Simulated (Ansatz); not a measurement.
The pair A = NH3 (SMILES N) (first 4 atoms), B = H2 (SMILES [H][H]); geometry from B3LYP-D3(BJ)/def2-TZVP.
(charge 0, multiplicity 1):
```xyz
6

N      0.0152    -0.0022    -0.1380
H     -0.7130     0.6181    -0.4730
H      0.8979     0.3440    -0.4962
H     -0.1456    -0.9123    -0.5542
H      0.0211    -0.1602     2.4726
H      0.0215    -0.2091     3.2190
```

Frozen-core correlation. MP2 and its Hartree–Fock in aug-cc-pVQZ are density fitted.

Programs: Ansatz (a first-principles code). Values without a source in brackets are computed.

The counterpoise-corrected interaction energy is E(AB) − E(A in the pair's basis) − E(B in the pair's basis). Total energies (hartree):

```json
[
 {"level": "HF/aug-cc-pVTZ", "AB": "-57.3531304", "A in the pair's basis": "-56.2202742", "B in the pair's basis": "-1.1329407"},
 {"level": "MP2/aug-cc-pVTZ", "AB": "-57.6265102", "A in the pair's basis": "-56.4606441", "B in the pair's basis": "-1.1649909"},
 {"level": "HF/aug-cc-pVQZ", "AB": "-57.3571969", "A in the pair's basis": "-56.2239031", "B in the pair's basis": "-1.1333784"},
 {"level": "MP2/aug-cc-pVQZ", "AB": "-57.6453241", "A in the pair's basis": "-56.4777291", "B in the pair's basis": "-1.1666562"},
 {"level": "CCSD(T)/aug-cc-pVTZ", "AB": "-57.6542485", "A in the pair's basis": "-56.4806384", "B in the pair's basis": "-1.1726615"}
]
```

Q: Work out the counterpoise-corrected interaction energy at the basis-set limit: extrapolate the MP2 correlation part as X⁻³, take Hartree–Fock from the larger set, and add the CCSD(T) − MP2 difference of aug-cc-pVTZ.

A: 
1. Differences (1 hartree = 627.509 kcal/mol): HF/aug-cc-pVTZ 0.053; MP2/aug-cc-pVTZ -0.549; HF/aug-cc-pVQZ 0.053; MP2/aug-cc-pVQZ -0.589; CCSD(T)/aug-cc-pVTZ -0.595.
2. Correlation parts, MP2 less HF: -0.602 in aug-cc-pVTZ (X = 3), -0.642 in aug-cc-pVQZ (X = 4).
3. Limit (4³·(-0.642) − 3³·(-0.602))/(4³ − 3³) = -0.671; with HF/aug-cc-pVQZ it gives -0.618.
4. CCSD(T) less MP2 in aug-cc-pVTZ: -0.046.
Result: -0.66 kcal/mol, against -0.55 at MP2/aug-cc-pVTZ. It is an estimate of this method's limit, not of the exact value.
